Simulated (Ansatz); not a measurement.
Consider the homolysis of the F–Ge bond: `[OH][Ge]([OH])([F])[F]` → F• + `[OH][Ge]([OH])[F]`•.

Gas-phase electronic energies from Ansatz, PBE0-D4/def2-TZVP geometries. CBS: MP2 limit from def2 TZ/QZ plus the TZ coupled-cluster correction, frozen cores. This one scheme is used for every species, atoms too. Functionals use def2-TZVPP. HSE06 is defined as in plane-wave codes. Open shells (•) are unrestricted, without spin–orbit coupling. Spin–orbit coupling would lower the free atoms: a little for F. Bonds to Ge are less sure, by a few kJ/mol each and by 10 to 20 or more in all where they break to atoms, as the def2 sets lack core-valence functions. Scalar relativity is left out up to krypton. One conformer a species, not always the lowest.

| level | ΔE (kJ/mol) | difference from CCSD(T)/CBS |
| --- | --- | --- |
| revPBE-D4 | 514.6 | -50.9 |
| B97M-V | 542.0 | -23.5 |
| r2SCAN0-D4 | 524.4 | -41.1 |
| CAM-B3LYP-D4 | 543.1 | -22.4 |
| PBE-QIDH | 548.2 | -17.3 |
| r2SCANh | 529.9 | -35.6 |
| HSE06 | 528.2 | -37.3 |
| MP2/def2-TZVPP | 582.1 | 16.6 |
| SCS-MP2/def2-TZVPP | 568.7 | 3.2 |
| SCS-MP2/def2-QZVPP | 578.2 | 12.7 |
| CCSD(T)/CBS | 565.5 | 0 |

Largest T1 diagnostic among the species: 0.015.

Leaving LDA and LC-ωPBE aside and taking each functional with its dispersion term where it has one, the values, not all of them listed here, spread over 36.5 kJ/mol, from BHLYP-D4 to ωB97X-V. LDA lies +89.3 kJ/mol from PBE without D4, its usual overbinding. From r2SCAN to r2SCAN0 (25 % exact exchange), in def2-TZVPP and without D4, ΔE moves by −10.5 kJ/mol: exact exchange takes away binding that semilocal exchange gives to molecules.

CCSD(T)/CBS has its own doubt, a few kJ/mol and more with outer-core shells, so smaller differences from it don't rank the levels.
